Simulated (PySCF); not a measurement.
Below is a simulated gas-phase Si 1s photoelectron spectrum of `O=C[SiH2][SiH3]`.

Every computed line was given a Gaussian of 0.4 eV full width at half maximum and an area set by the number of equivalent atoms; the highest printed point is 100. Computed with delta-SCF UKS SCAN, pcX-2 on the ionised atom, pcseg-1 elsewhere, spin-free X2C in PySCF.

binding energy (eV), intensity and a bar:
```
   1845.9          1 
   1846.0          6 ##
   1846.1         20 ######
   1846.2         48 ##############
   1846.3         82 #########################
   1846.4        100 ##############################
   1846.5         86 ##########################
   1846.6         52 ################
   1846.7         23 #######
   1846.8          7 ##
   1846.9          1 
   1847.0          0
```

Question: Count the maxima, the lines and the sites behind this envelope.

Answer: The curve has 1 maximum (at 1846.4 eV). Under it lie 2 lines from 2 inequivalent silicon sites. At this width some lines have no maximum of their own.

Question: Decompose the envelope and assign each component. Numbering: `[O:1]=[CH:2][SiH2:3][SiH3:4]`.

Answer: 
```csv
position (eV),relative area,line,atoms,environment
1846.41,1,Si 1s,Si3,SiH2 silicon
1846.41,1,Si 1s,Si4,SiH3 silicon
```

Question: Above which line width would these two lines show one maximum?

Answer: Two equal Gaussians merge once their distance is under 2σ = FWHM/1.177. With 0.00 eV between them that is a full width over 0.00 eV.

The 2 Si 1s values lie within 0.01 eV of each other; Gaussian lines of 0.5 eV full width would blend them into one maximum.

Shake-up satellites, vibrational structure and lifetime widths aren't simulated. Geometry: PBE0-D3(BJ)/def2-SVP, one conformer, isolated molecule.

Conformer computed: `[O:1]=[CH:2][SiH2:3][SiH3:4]`: O1–C2–Si3–Si4 -3°.
